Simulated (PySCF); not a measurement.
FGe, SMILES [F][Ge] (connectivity only; charge and spin as stated), charge +1, multiplicity 1. Atoms are numbered in the order given.

```xyz
2

F      0.0000     0.0000    -1.3090
Ge     0.0000     0.0000     0.3682
```
Charge +1, spin multiplicity 1.

Geometry optimised at PBE0-D3(BJ)/def2-TZVPD. The multiplicity is an assumed one; other spin states were not compared.

The numbers are results of PBE0/def2-TZVPD (PySCF), not measurements.

The molecule is in vacuum.

Computed frontier levels, gap, dipole moment and polarisability:
| Property | Value |
|---|---|
| highest occupied level | -17.80 eV |
| lowest empty level | -9.89 eV |
| orbital gap | 7.91 eV |
| dipole moment about the centre of nuclear charge | 2.87 D |
| mean static polarisability | 19.6 bohr³ (2.91 Å³) |
| polarisability, principal values | 18.2, 18.2, 22.5 bohr³ |
